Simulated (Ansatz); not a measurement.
Reaction (ligand exchange at a B–F bond): `OB(F)[SiH2][SiH3]` + H₂S → `OB(S)[SiH2][SiH3]` + H–F

Computed with Ansatz on PBE0-D4/def2-TZVP structures; ΔE is electronic, products minus reactants. CBS: MP2 limit from def2 TZ/QZ plus the TZ coupled-cluster correction, frozen cores. This one scheme is used for every species. Functionals use def2-TZVPP. Each species was taken in one conformer, which may not be the lowest.

Is it downhill or uphill in electronic energy at CCSD(T)/CBS, and by how much? (Estimate.)

Ansatz gave: Uphill: ΔE = +69.0 kJ/mol.

What do these levels give: PBE-D4, PBE0-D4, ωB97X-V, B2PLYP, HF/def2-QZVPP, SCS-MP2/def2-QZVPP? (Best estimate.)

Ansatz gave: PBE-D4 64.4, PBE0-D4 66.7, ωB97X-V 79.4, B2PLYP 81.3, HF/def2-QZVPP 103.8, SCS-MP2/def2-QZVPP 72.2 kJ/mol.

Largest T1 diagnostic among the species: 0.014.

In def2-TZVPP, CCSD(T) changes the Hartree–Fock value by −28.8 kJ/mol (the triples alone add −5.4 kJ/mol) and MP2 by −36.9 kJ/mol. The D4 term adds −10.4 kJ/mol with B3LYP and −5.7 kJ/mol with PBE0; it sums over pairs of atoms, weighted by their polarisabilities, and B3LYP, whose exchange is more repulsive, gets the larger term.

B3LYP here is the variant with VWN-RPA as its local correlation; programs differ in this.
